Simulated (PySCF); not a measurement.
Si(H)(NH2) (H₃NSi), SMILES N[SiH] (connectivity only; charge and spin as stated), neutral, multiplicity 1.

Geometry optimised at B3LYP-D3(BJ)/def2-TZVP.

Two levels are set side by side: PBE/def2-TZVPD (PySCF) and M06-2X/def2-TZVPD (PySCF). Same geometry, gas phase. Differences are taken from unrounded values.

```json
[
 {"quantity": "orbital gap (eV)", "M06-2X": "6.70", "PBE": "2.90", "PBE minus M06-2X": "-3.80"},
 {"quantity": "highest occupied level (eV)", "M06-2X": "-7.40", "PBE": "-5.32", "PBE minus M06-2X": "2.08"},
 {"quantity": "lowest empty level (eV)", "M06-2X": "-0.70", "PBE": "-2.42", "PBE minus M06-2X": "-1.72"},
 {"quantity": "dipole moment (D)", "M06-2X": "1.81", "PBE": "2.08", "PBE minus M06-2X": "0.27"},
 {"quantity": "mean polarisability (bohr³)", "M06-2X": "43.0", "PBE": "45.4", "PBE minus M06-2X": "2.4"}
]
```

PBE's occupied levels lie high since its potential decays too fast outside the molecule; exact exchange lowers them and widens the gap. PBE's more diffuse valence density responds more strongly to a field. Differences between two approximate levels are no errors against the true value.

Rough cost on one machine, each run with all the roots and properties that it gave: M06-2X against PBE about 4 times.
